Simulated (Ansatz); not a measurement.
Z-matrix (Å, degrees):
```
Al
C 1 2.495
Cl 1 2.131 2 97.8
C 1 2.495 2 31.1 3 -92.2
H 1 1.584 2 83.8 3 116.0
H 1 1.584 2 111.2 3 -122.3
H 2 1.086 1 92.7 3 -29.6
H 2 1.084 1 105.5 3 -148.6
H 4 1.086 1 92.7 2 121.8
H 4 1.084 1 105.5 2 -119.2
```

Total charge 0; spin multiplicity 1. The bonds changed during the relaxation, so this is another structure than the one it started from.

Question: List the B3LYP/def2-TZVPP orbital energies in eV (Ansatz 0.2.0). (Estimate.)

Answer: Ansatz gave: Occupied: -2761.55, -1524.58, -278.39, -278.36, -256.31, -195.29, -195.22, -195.20, -112.50, -73.22, -73.10, -73.03, -22.52, -21.44, -17.26, -14.30, -12.98, -11.79, -11.12, -9.65, -8.95, -8.90, -8.28, -7.80. Lowest empty: -1.78, 0.05, 0.72, 0.98, 1.48, 1.52, 1.91, 2.87.

B3LYP here is the variant with VWN-RPA as its local correlation; programs differ in this.
